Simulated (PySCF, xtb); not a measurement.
C4H7NSi, SMILES CC1=CN=C[SiH2]1.

Harmonic wavenumbers (cm⁻¹) from GFN2-xTB in xtb 6.7.1 at its own minimum, in rising order: 113, 193, 274, 284, 344, 456, 507, 555, 585, 619, 660, 747, 789, 812, 871, 999, 1018, 1073, 1179, 1238, 1274, 1399, 1477, 1480, 1559, 1628, 2282, 2286, 2991, 3006, 3017, 3055, 3060.

Task: What does B3LYP-D3(BJ)/def2-SVP run with PySCF give at its own minimum? (Estimate from the structure and the level; the computed values follow.)

Result: 155, 207, 277, 281, 370, 472, 585, 601, 637, 687, 688, 851, 852, 931, 939, 997, 1045, 1063, 1206, 1290, 1311, 1397, 1450, 1457, 1587, 1637, 2219, 2220, 3012, 3077, 3102, 3123, 3153. Paired by order, the mean absolute difference is 44 cm⁻¹ and the zero-point energies are 59.8 and 61.3 kcal/mol.
